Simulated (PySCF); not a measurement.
# `C(#CC1CC1)C1=CC[SiH2]1`: 4 charge schemes on one density

Species: C₈H₁₀Si.
Cartesian coordinates in Å at the GFN2-xTB level; atoms count from 1:
```
atom  x, y, z in Å
C1     0.1270   -0.0652   -0.4345
C2    -1.0682   -0.0009   -0.5953
C3    -2.4806    0.0766   -0.7739
C4    -3.3852   -0.4747    0.3003
C5    -3.2797    1.0027    0.1091
C6     1.4974   -0.1305   -0.1875
C7     2.5284   -0.3128   -1.0346
C8     3.7629   -0.2896   -0.1761
Si9    2.6156   -0.0116    1.3473
H10   -2.8076   -0.0333   -1.8027
H11   -4.2900   -0.9755   -0.0101
H12   -2.9186   -0.9094    1.1715
H13   -2.7414    1.5745    0.8500
H14   -4.1113    1.5296   -0.3344
H15    2.5075   -0.4494   -2.1056
H16    4.3287   -1.2208   -0.2135
H17    4.4519    0.5140   -0.4374
H18    2.5417   -1.1051    2.3148
H19    2.7118    1.2906    2.0050
```

Density: PBE0/pcSseg-1 (PySCF); schemes: Mulliken, IAO, Hirshfeld and ESP-fitted. Isolated species at its GFN2-xTB geometry, gas phase.

Tabulate the Mulliken, IAO, Hirshfeld and ESP-fitted charges.

In e:

| atom | environment | Mulliken | IAO | Hirshfeld | ESP-fitted |
| --- | --- | --- | --- | --- | --- |
| C1 | alkyne carbon | +0.277 | -0.069 | -0.076 | -0.076 |
| C2 | alkyne carbon | +0.008 | -0.055 | -0.048 | -0.158 |
| C3 | propargylic carbon | -0.373 | -0.147 | -0.030 | +0.012 |
| C4 | three-membered-ring carbon | -0.177 | -0.279 | -0.079 | -0.317 |
| C5 | three-membered-ring carbon | -0.176 | -0.279 | -0.079 | -0.330 |
| C6 | fully substituted alkene carbon | -0.575 | -0.279 | -0.096 | -0.191 |
| C7 | alkene CH carbon | -0.105 | -0.112 | -0.026 | +0.027 |
| C8 | sp3 carbon bound to silicon | -0.461 | -0.536 | -0.165 | -0.608 |
| Si9 | SiH2 silicon | +0.703 | +0.758 | +0.353 | +0.650 |
| H10 | methine hydrogen | +0.140 | +0.166 | +0.057 | +0.142 |
| H11 | methylene hydrogen | +0.132 | +0.153 | +0.052 | +0.148 |
| H12 | methylene hydrogen | +0.138 | +0.158 | +0.051 | +0.175 |
| H13 | methylene hydrogen | +0.138 | +0.158 | +0.051 | +0.179 |
| H14 | methylene hydrogen | +0.132 | +0.153 | +0.052 | +0.151 |
| H15 | vinylic hydrogen | +0.077 | +0.151 | +0.053 | +0.127 |
| H16 | methylene hydrogen | +0.145 | +0.146 | +0.035 | +0.170 |
| H17 | methylene hydrogen | +0.145 | +0.146 | +0.035 | +0.168 |
| H18 | Si–H hydrogen | -0.084 | -0.117 | -0.071 | -0.134 |
| H19 | Si–H hydrogen | -0.084 | -0.117 | -0.071 | -0.134 |

Mean size of the charges over all atoms: Mulliken 0.214 e, IAO 0.209 e, ESP-fitted 0.205 e, Hirshfeld 0.078 e. Each set sums to the total charge, 0, to within 0.001 e. The Mulliken scheme gives each basis function's population to the atom it is centred on and halves the overlap population of two atoms between them. The Hirshfeld scheme divides the density at each point in proportion to the densities of the neutral, spherically averaged free atoms.

Lowest charge. The schemes don't all agree: Mulliken C6 (-0.575); IAO C8 (-0.536); Hirshfeld C8 (-0.165); ESP-fitted C8 (-0.608).

Highest charge. All schemes agree: Mulliken Si9 (+0.703); IAO Si9 (+0.758); Hirshfeld Si9 (+0.353); ESP-fitted Si9 (+0.650).

Sum the charges by element, for elements with more than one atom.

```tsv
element	atoms	Mulliken	IAO	Hirshfeld	ESP-fitted
C	8	-1.583	-1.755	-0.598	-1.642
H	10	+0.880	+0.997	+0.244	+0.991
```

How many electrons does the Mulliken scheme count on C7?

Z − q = 6 − (-0.105) ≈ 6.106.

How closely do the schemes follow one another over all atoms?

Correlation coefficient and root-mean-square difference: IAO with ESP-fitted 0.97, 0.068 e; IAO with Hirshfeld 0.97, 0.167 e; Hirshfeld with ESP-fitted 0.93, 0.168 e; Mulliken with IAO 0.89, 0.126 e; Mulliken with Hirshfeld 0.82, 0.201 e; Mulliken with ESP-fitted 0.81, 0.169 e.
